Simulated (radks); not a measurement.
Spherical quantum dot in the effective-mass picture: electrons in a well V = -V0 / (1 + exp((r - R)/a)) with V0 = 9.22, R = 3.28, a = 0.33, with a point charge +2 (a donor) at the centre, all in effective atomic units (hartree* = m*/eps^2 hartree, bohr* = eps/m* bohr), one dielectric constant everywhere. Calculated with a radial shooting solver with Libxc functionals: non-relativistic Kohn-Sham, LDA (Slater exchange, Perdew-Wang correlation), spin-polarised, spherical densities. Levels are named by radial order and angular momentum (1s, 1p, 1d, 2s, ...), and open shells are averaged over m.

N = 2, configuration 1s2. This is the lowest configuration that the search found. Occupied and some empty levels:

| level | occupation | eigenvalue (hartree*) | <r> (bohr*) |
|---|---|---|---|
| 1s | 2 | -9.6844 | 0.8700 |
| 1p | 0 | -8.3553 | 1.665 |
| 2s | 0 | -8.0554 | 1.707 |
| 1d | 0 | -7.5383 | 1.959 |

Energy (hartree*): total -21.1926, kinetic 3.0357, external -25.338, Hartree 2.1460, exchange-correlation -1.0365. Static polarisability (adiabatic kernel): 0.8459 bohr*^3.
